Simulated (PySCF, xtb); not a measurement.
Al(F)2(SiH3) (AlF2H3Si), SMILES [F][Al]([F])[SiH3].

GFN2-xTB in xtb 6.7.1 at its own geometry gives an orbital gap of 4.05 eV and a dipole moment of 3.12 D.

The structure is a stationary point at B3LYP-D3(BJ)/def2-SVP.

Task: What does M06-2X/def2-TZVPD in PySCF give? (The exact figures need the calculation; the answer reports its results.)

Result: gap 8.87 eV (levels -9.82 and -0.95 eV), dipole 2.19 D.
